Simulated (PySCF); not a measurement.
NMR data simulated for an unnamed compound:

1H NMR (400 MHz, computed): δ 9.57 (s, 1H), 4.57 (q, 2H), 0.42 (t, 3H).

13C{1H} NMR (computed): δ 181.0 (CH), 105.6 (C), 97.0 (C), 89.3 (C), 75.3 (C), -5.1 (CH3).

Averaged over atoms made equivalent by symmetry, fast rotation or ring inversion, non-relativistic Hamiltonian, one conformer, isolated molecule. Geometry: GFN2-xTB; PBE0/pcSseg-1 with gauge-including orbitals; PySCF.

References, each an isolated molecule treated in the same way: TMS for 1H and 13C.

Task: Which of these does the molecule contain: an amide, a heteroaromatic ring, a C≡C triple bond, a Si–H bond, a ketone, a Si–CH3 group?

Result: 
- An amide: no.
- A heteroaromatic ring: no.
- A C≡C triple bond: yes (δC 105.6, 97.0).
- A Si–H bond: yes (δH 4.57 (q)).
- A ketone: no.
- A Si–CH3 group: yes (δC -5.1; δH 0.42 (t)).

The data belong to `InChI=1S/C6H6OSi/c1-8-6-4-2-3-5-7/h5H,8H2,1H3`; they needn't prove each group on their own.

Carbon signals by region: 1 in the far downfield region (above 160 ppm), 1 in the sp2 and nitrile region (100–160 ppm), 3 at 50–100 ppm, 1 below 50 ppm. Above 160 ppm: 181.0, aldehyde carbonyl carbon.

Shifts are as computed. Against solution values, carbons near 30 ppm lie about +3 ppm off and those near 130 ppm about +5 ppm. Of 1309 compounds with measured shifts, 239 miss one by over three times the rms of a fit or turn the order of signals round; such compounds aren't used in these exercises. Multiplicities follow the n + 1 count of equivalent neighbours, as no J values were calculated; m marks all less simple cases, F and P coupling included.
